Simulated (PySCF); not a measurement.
CH₄O₄. Atoms are numbered in the order given.

```xyz
9

O      0.8699    -0.7711    -0.7554
C      0.0000     0.0000     0.0000
O     -0.7711    -0.8699     0.7554
O      0.7711     0.8699     0.7554
O     -0.8699     0.7711    -0.7554
H      0.3594    -1.5164    -1.1026
H     -1.5164    -0.3594     1.1026
H      1.5164     0.3594     1.1026
H     -0.3594     1.5164    -1.1026
```
Charge 0, spin multiplicity 1.

Geometry: B3LYP-D3(BJ)/def2-SVP. One conformer was computed; it need not be the lowest.

Method: M06-2X/def2-TZVP (PySCF).

The molecule is in vacuum.

Q: Estimate the frontier levels, gap, dipole moment and polarisability. (The exact figures need the calculation; the answer reports its results.)

A: 
| Item | Value |
|---|---|
| highest occupied level | -10.70 eV |
| lowest empty level | 1.42 eV |
| orbital gap | 12.12 eV |
| dipole moment | 0.00 D |
| quadrupole, principal values (traceless, Buckingham form, about the centre of nuclear charge) | -0.37, -0.37, 0.74 D·Å |
| mean static polarisability | 29.7 bohr³ (4.40 Å³) |
| polarisability, principal values | 28.4, 30.4, 30.4 bohr³ |
